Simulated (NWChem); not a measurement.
The numbers come from NWChem runs, not from measurements. System: HAl, charge 0, spin multiplicity 1, displaced from the optimised geometry. The structure started from a generated list of species. Level: CCSDT/cc-pVDZ, 5 core orbitals frozen, spin-restricted.

Job file:

```
start mol
memory heap 100 mb stack 700 mb global 1900 mb
geometry units angstroms nocenter noautoz noautosym
  Al     0.000000     0.000000     0.120297
  H      0.000000     0.000000    -3.248013
end
basis spherical
  * library cc-pvdz
end
scf
  rhf
  nopen 0
  maxiter 100
  thresh 1e-7
  semidirect memsize 60000000 filesize 0
end
tce
  freeze core 5
  ccsdt
  2eorb
  2emet 13
  thresh 1e-6
  maxiter 100
  tilesize 24
end
task tce energy
```

Part of the output:

```
             Northwest Computational Chemistry Package (NWChem) 7.3.0
             --------------------------------------------------------

                                NWChem Input Module
                                -------------------

 Scaling coordinates for geometry "geometry" by  1.889725989
 (inverse scale =  0.529177249)

                             Geometry "geometry" -> ""
                             -------------------------

 Output coordinates in angstroms (scale by  1.889725989 to convert to a.u.)

  No.       Tag          Charge          X              Y              Z
 ---- ---------------- ---------- -------------- -------------- --------------
    1 Al                  13.0000     0.00000000     0.00000000     0.12029700
    2 H                    1.0000     0.00000000     0.00000000    -3.24801300

 Effective nuclear repulsion energy (a.u.)       2.0423607794

            Nuclear Dipole moment (a.u.)
            ----------------------------
        X                 Y               Z
 ---------------- ---------------- ----------------
     0.0000000000     0.0000000000    -3.1825858031


 Summary of "ao basis" -> "" (spherical)
 ------------------------------------------------------------------------------
       Tag                 Description            Shells   Functions and Types
 ---------------- ------------------------------  ------  ---------------------
 *                          cc-pvdz                   on all atoms

 Summary of "ao basis" -> "ao basis" (spherical)
 ------------------------------------------------------------------------------
       Tag                 Description            Shells   Functions and Types
 ---------------- ------------------------------  ------  ---------------------
 Al                         cc-pvdz                  8       18   4s3p1d
 H                          cc-pvdz                  3        5   2s1p

                                 NWChem SCF Module
                                 -----------------

  ao basis        = "ao basis"
  functions       =    23
  atoms           =     2
  closed shells   =     7
  open shells     =     0
  charge          =   0.00
  wavefunction    = RHF
  use symmetry    = F
  symmetry adapt  = F

 Summary of "ao basis" -> "ao basis" (spherical)
 ------------------------------------------------------------------------------
       Tag                 Description            Shells   Functions and Types
 ---------------- ------------------------------  ------  ---------------------
 Al                         cc-pvdz                  8       18   4s3p1d
 H                          cc-pvdz                  3        5   2s1p

 Forming initial guess at       0.0s

      Superposition of Atomic Density Guess
      -------------------------------------

 Sum of atomic energies:        -242.37387208

      Non-variational initial energy
      ------------------------------

 Total energy =    -242.111874
 1-e energy   =    -341.236657
 2-e energy   =      97.082422
 HOMO         =      -0.201921
 LUMO         =      -0.001405

 Starting SCF solution at       0.1s

 ----------------------------------------------
         Quadratically convergent ROHF

 Convergence threshold     :          1.000E-07
 Maximum no. of iterations :          100
 Final Fock-matrix accuracy:          1.000E-09
 ----------------------------------------------

              iter       energy          gnorm     gmax       time
             ----- ------------------- --------- --------- --------
                 1     -242.2768572789  4.20D-01  2.53D-01      0.2
                 2     -242.3330511616  8.05D-02  5.99D-02      0.2
                 3     -242.3352580198  2.34D-03  1.14D-03      0.2
                 4     -242.3352593081  2.02D-06  9.71D-07      0.2
                 5     -242.3352593081  1.94D-09  1.15D-09      0.2

       Final RHF  results
       ------------------

         Total SCF energy =   -242.335259308137
      One-electron energy =   -340.383086795668
      Two-electron energy =     96.005466708091
 Nuclear repulsion energy =      2.042360779440

        Time for solution =      0.0s

             Final eigenvalues
             -----------------

              1
    1  -58.5946
    2   -4.9975
    3   -3.3048
    4   -3.3048
    5   -3.3035
    6   -0.4491
    7   -0.2318
    8   -0.0099
    9   -0.0099
   10    0.0183
   11    0.2446
   12    0.3166
   13    0.3166
   14    0.3454
   15    0.3687
   16    0.3687
   17    0.3789

                       ROHF Final Molecular Orbital Analysis
                       -------------------------------------

 Vector    5  Occ=2.000000D+00  E=-3.303467D+00
              MO Center=  9.6D-17, -2.4D-17,  1.2D-01, r^2= 1.3D-01
   Bfn.  Coefficient  Atom+Function         Bfn.  Coefficient  Atom+Function
  ----- ------------  ---------------      ----- ------------  ---------------
     7      1.000090  1 Al pz

 Vector    6  Occ=2.000000D+00  E=-4.491349D-01
              MO Center= -8.8D-17, -1.0D-16,  1.9D-01, r^2= 2.2D+00
   Bfn.  Coefficient  Atom+Function         Bfn.  Coefficient  Atom+Function
  ----- ------------  ---------------      ----- ------------  ---------------
     3      0.617983  1 Al s                  4      0.441659  1 Al s

 Vector    7  Occ=2.000000D+00  E=-2.317844D-01
              MO Center=  2.4D-16,  1.4D-16, -2.4D+00, r^2= 3.7D+00
   Bfn.  Coefficient  Atom+Function         Bfn.  Coefficient  Atom+Function
  ----- ------------  ---------------      ----- ------------  ---------------
    20      0.518738  2 H  s                 19      0.328891  2 H  s
    13     -0.318200  1 Al pz                10     -0.172748  1 Al pz

 Vector    8  Occ=0.000000D+00  E=-9.947447D-03
              MO Center= -6.0D-18, -7.7D-17,  1.5D-01, r^2= 4.3D+00
   Bfn.  Coefficient  Atom+Function         Bfn.  Coefficient  Atom+Function
  ----- ------------  ---------------      ----- ------------  ---------------
    12     -0.540754  1 Al py                11      0.524134  1 Al px
     9     -0.245649  1 Al py                 8      0.238099  1 Al px

 Vector    9  Occ=0.000000D+00  E=-9.947447D-03
              MO Center= -3.8D-16, -4.5D-16,  1.5D-01, r^2= 4.3D+00
   Bfn.  Coefficient  Atom+Function         Bfn.  Coefficient  Atom+Function
  ----- ------------  ---------------      ----- ------------  ---------------
    11      0.540754  1 Al px                12      0.524134  1 Al py
     8      0.245649  1 Al px                 9      0.238099  1 Al py

 Vector   10  Occ=0.000000D+00  E= 1.828211D-02
              MO Center=  3.1D-16, -9.2D-17, -4.6D-01, r^2= 5.9D+00
   Bfn.  Coefficient  Atom+Function         Bfn.  Coefficient  Atom+Function
  ----- ------------  ---------------      ----- ------------  ---------------
    13      0.681423  1 Al pz                20      0.496669  2 H  s
    10      0.346699  1 Al pz                 3     -0.233233  1 Al s
    19      0.182905  2 H  s

 center of mass
 --------------
 x =   0.00000000 y =   0.00000000 z =  -0.00186549

 moments of inertia (a.u.)
 ------------------
          39.362311716155           0.000000000000           0.000000000000
           0.000000000000          39.362311716155           0.000000000000
           0.000000000000           0.000000000000           0.000000000000

  Mulliken analysis of the total density
  --------------------------------------

    Atom       Charge   Shell Charges
 -----------   ------   -------------------------------------------------------
    1 Al  13    12.58   2.00  2.01  1.18  0.81  6.00  0.15  0.43  0.01
    2 H    1     1.42   0.49  0.93  0.00

       Multipole analysis of the density wrt the origin
       ------------------------------------------------

     L   x y z        total         open         nuclear
     -   - - -        -----         ----         -------
     0   0 0 0     -0.000000      0.000000     14.000000

     1   1 0 0     -0.000000      0.000000      0.000000
     1   0 1 0     -0.000000      0.000000      0.000000
     1   0 0 1      2.855918      0.000000     -3.182586

     2   2 0 0     -9.760550      0.000000      0.000000
     2   1 1 0      0.000000      0.000000      0.000000
     2   1 0 1     -0.000000      0.000000      0.000000
     2   0 2 0     -9.760550      0.000000      0.000000
     2   0 1 1     -0.000000      0.000000      0.000000
     2   0 0 2    -29.143781      0.000000     38.345075

                   NWChem Extensible Many-Electron Theory Module
                   ---------------------------------------------


            General Information
            -------------------
      Number of processors :     1
         Wavefunction type : Restricted Hartree-Fock
          No. of electrons :    14
           Alpha electrons :     7
            Beta electrons :     7
           No. of orbitals :    46
            Alpha orbitals :    23
             Beta orbitals :    23
        Alpha frozen cores :     5
         Beta frozen cores :     5
     Alpha frozen virtuals :     0
      Beta frozen virtuals :     0
         Spin multiplicity : singlet
    Number of AO functions :    23
       Number of AO shells :    11
        Use of symmetry is : off
      Symmetry adaption is : off
         Schwarz screening : 0.10D-09

          Correlation Information
          -----------------------
          Calculation type : Coupled-cluster singles, doubles, & triples
   Perturbative correction : none
            Max iterations :      100
        Residual threshold : 0.10D-05
     T(0) DIIS level shift : 0.00D+00
     L(0) DIIS level shift : 0.00D+00
     T(1) DIIS level shift : 0.00D+00
     L(1) DIIS level shift : 0.00D+00
     T(R) DIIS level shift : 0.00D+00
     T(I) DIIS level shift : 0.00D+00
   CC-T/L Amplitude update :  5-th order DIIS
                I/O scheme : Global Array Library
        L-threshold :  0.10D-05
        EOM-threshold :  0.10D-05
 no EOMCCSD initial starts read in
 TCE RESTART OPTIONS
 SLICE:      F
 D4D5:       F
 quantumc:   F
 qrotation:  F
 pwtce:      F
 qducc:      F
 nacto:                         0
 nrotv:                         0
 nrot:                          0

            Memory Information
            ------------------
          Available GA space size is     249036271 doubles
          Available MA space size is     104855500 doubles

 Maximum block size supplied by input
 Maximum block size        24 doubles

 tile_dim =     16

 -------------------------------------------------

 Global array virtual files algorithm will be used

 Parallel file system coherency ......... OK

 4-electron integrals stored in orbital form

 v2    file size   =            75920
 4-index algorithm nr.  13 is used
 imaxsize =       30
 imaxsize ichop =        0
 IN MAPPING 1 for UCC(4),CCSDT,CCSDTQ


 CCSDT iterations
 --------------------------------------------------------
 Iter          Residuum       Correlation     Cpu    Wall
 --------------------------------------------------------
    1   0.0925788598400  -0.0579314178321     0.0     0.0
    2   0.0538328281219  -0.0740416106301     0.0     0.0
    3   0.0428468533463  -0.0841327230136     0.0     0.0
    4   0.0286347704837  -0.0890740098569     0.0     0.0
    5   0.0237227939282  -0.0930130449349     0.0     0.0
    6   0.0075575470099  -0.1013329418343     0.0     0.0
    7   0.0037393995388  -0.1017317091948     0.0     0.0
    8   0.0020580801205  -0.1016909622951     0.0     0.0
    9   0.0014747301225  -0.1017719342806     0.0     0.0
   10   0.0009847259739  -0.1017623126877     0.0     0.0
   11   0.0003736330467  -0.1018051431144     0.0     0.0
   12   0.0002275945123  -0.1018341934986     0.0     0.0
   13   0.0001334161034  -0.1018411307937     0.0     0.0
   14   0.0001073988557  -0.1018541739712     0.0     0.0
   15   0.0000693727513  -0.1018578492397     0.0     0.0
   16   0.0000229087525  -0.1018741141634     0.0     0.0
   17   0.0000120495634  -0.1018748129093     0.0     0.0
   18   0.0000063537375  -0.1018745643647     0.0     0.0
   19   0.0000051649379  -0.1018749468470     0.0     0.0
   20   0.0000030885261  -0.1018749529295     0.0     0.0
   21   0.0000015343590  -0.1018752845485     0.0     0.0
   22   0.0000009710010  -0.1018754149413     0.0     0.0
 --------------------------------------------------------
 Iterations converged
 CCSDT correlation energy / hartree =        -0.101875414941339
 CCSDT total energy / hartree       =      -242.437134723078316

 Singles contributions
    10a   (alpha) ---     7a   (alpha)       -0.2076913107

 Doubles contributions
     8a   (alpha)     8a   (beta ) ---     6a   (alpha)     6a   (beta )       -0.1134224479
     9a   (alpha)     9a   (beta ) ---     6a   (alpha)     6a   (beta )       -0.1134224479
    10a   (alpha)    10a   (beta ) ---     7a   (alpha)     7a   (beta )       -0.4682967834

 Task  times  cpu:        1.1s     wall:        1.1s

 Total times  cpu:        1.1s     wall:        1.1s
```
